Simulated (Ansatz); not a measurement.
Coupled-cluster diagnostics for the cluster W3O5, Ansatz.

Geometry of the singlet (r2SCAN-D4/def2-SVP):

```xyz
8

W    -1.6130    0.5716    0.7881
W     0.6556    1.0443   -0.7727
W     0.2444   -1.0467    0.7157
O    -1.0342   -0.5999    2.1422
O     1.8209    0.1445    0.3889
O    -1.1217    1.7549   -0.6160
O     1.0016    0.5780   -2.3834
O     0.0464   -2.4467   -0.2628
```

In the def2 sets W takes a core potential; there is no spin–orbit coupling. Correlated methods freeze 5 core orbitals; core or outer-core shells of W are correlated, in sets that lack core-valence functions. Another isomer (triplet) lies 0.49 eV lower at PBE0-D4/def2-TZVP; other spin states weren't run for this one.

Problem. Estimate the CCSD(T) correlation energy, the shares of MP2 and (T), T1 and the reference's ⟨S²⟩ for: charge 0, singlet, own geometry in def2-SVP; and the rough time on 4 threads of AMD EPYC 9R45 on a shared host.

Solution. 
```json
{"state": "charge 0, singlet, own geometry", "basis": "def2-SVP", "correlation (eV)": "-55.737", "MP2 share (%)": "101.1", "(T) share (%)": "6.4", "T1": "0.060", "⟨S²⟩ (pure)": "0.00 (0.00)", "wall time": "2 min", "remarks": "large T1, restricted SCF unstable"}
```
Customary marks for T1 are 0.02 (closed shells), 0.045 (open shells) and about 0.05 (3d metals). T1 exceeds 0.02 in 1 of 1 rows and 0.045 in 1; the higher it lies, the less the single-reference result can be trusted.
